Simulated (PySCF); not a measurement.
Te⁺: excitation energy

Te⁺ [Kr] 4d10 5s2 5p3 (4S) → Te⁺ [Kr] 4d10 5s1 5p3 5d1 (6D), as a difference of total energies. All numbers are calculated (PySCF 2.14, scalar relativity through the core potential, in aug-cc-pVTZ-PP with ECP28MDF). Correlated levels: valence: 4s2 4p6 4d10 frozen. The calculations carry no spin-orbit coupling.

```json
{"method": "UHF", "excitation energy (eV)": "15.606"}
{"method": "MP2 (valence)", "excitation energy (eV)": "16.736"}
{"method": "SCS-MP2 (valence)", "excitation energy (eV)": "17.085"}
{"method": "CCSD (valence)", "excitation energy (eV)": "16.892"}
{"method": "CCSD(T) (valence)", "excitation energy (eV)": "16.944"}
```

Problem. How much does correlation contribute at CCSD(T) (valence)?

Solution. 16.944 − (15.606) = 1.338 eV, measured against UHF.

The promoted electron is Rydberg-like, and one or two diffuse shells describe it only roughly, which tends to raise the upper state.
